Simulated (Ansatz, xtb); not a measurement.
**Ranking isomers of H6InNSi**

5 gas-phase structures of H6InNSi, found in a search over its isomers (lower ones may exist). Each was relaxed with GFN2-xTB:

A. `[SiH3][NH][InH2]`, a singlet
B. `[NH2][InH][SiH3]`, a singlet
C. `[SiH2]=[NH+][InH3-]`, a singlet
D. a singlet given by its coordinates
E. `N[SiH2][InH2]`, a singlet

D (Å):

```xyz
9

In    1.5013   -1.9513    0.4196
N     1.8896    0.2717    1.3700
Si    0.8206   -0.3014    2.6421
H    -0.3328    0.5363    2.1814
H     1.7049    1.1404    0.8793
H     2.8859    0.1848    1.5327
H    -0.1618   -2.2377    0.6083
H     2.6285   -2.7786    1.3640
H     1.9779   -1.5714   -1.1652
```

Close contacts (Å): In1–N2 2.45, In1–Si3 2.85, N2–Si3 1.76, In1–H7 1.70, In1–H8 1.69, In1–H9 1.70, N2–H5 1.01, N2–H6 1.01, Si3–H4 1.50.

Make a reasoned guess at their ranking by r2SCAN-D4/def2-SVP single-point energy.

Calculated order at r2SCAN-D4/def2-SVP: A (0.000), E (0.138), B (0.150), D (1.595), C (1.643) eV. Less than 1 kcal/mol parts E and B, so the order within that pair means little.

Energies above the lowest of each column, in eV; the last columns are at PBE0-D3(BJ)/def2-SVP geometries and were run for some of them only (a dash: not run or not comparable):

```json
{"structure": "A", "GFN2-xTB": "0.000", "HF/STO-3G": "0.000", "r2SCAN-D4/def2-SVP": "0.000", "PBE0-D3(BJ)/def2-SVP": "0.000", "CCSD(T)/def2-TZVP": "0.000"}
{"structure": "E", "GFN2-xTB": "0.073", "HF/STO-3G": "0.816", "r2SCAN-D4/def2-SVP": "0.138", "PBE0-D3(BJ)/def2-SVP": "0.042", "CCSD(T)/def2-TZVP": "0.282"}
{"structure": "B", "GFN2-xTB": "0.347", "HF/STO-3G": "0.103", "r2SCAN-D4/def2-SVP": "0.150", "PBE0-D3(BJ)/def2-SVP": "0.144", "CCSD(T)/def2-TZVP": "0.303"}
{"structure": "D", "GFN2-xTB": "0.613", "HF/STO-3G": "1.684", "r2SCAN-D4/def2-SVP": "1.595", "PBE0-D3(BJ)/def2-SVP": "–", "CCSD(T)/def2-TZVP": "–"}
{"structure": "C", "GFN2-xTB": "0.368", "HF/STO-3G": "2.478", "r2SCAN-D4/def2-SVP": "1.643", "PBE0-D3(BJ)/def2-SVP": "–", "CCSD(T)/def2-TZVP": "–"}
```

Every level run on A puts it lowest or level with the lowest. Some further structures that were screened fall inside this span and aren't listed. Flexible structures stand in one conformer each, not always the lowest. Frequencies (PBE0-D3(BJ)/def2-SVP) were run for A, B, E alone. Atoms past krypton carry core potentials in the def2 sets, without spin–orbit terms.

Over these structures GFN2-xTB departs from r2SCAN-D4/def2-SVP by 0.563 eV on average once a common shift is removed. A GFN2-xTB relaxation took about 0.09 s and the r2SCAN-D4/def2-SVP energy about 1.6 s on a shared host (Ansatz 0.2.0, xtb 6.7.1).
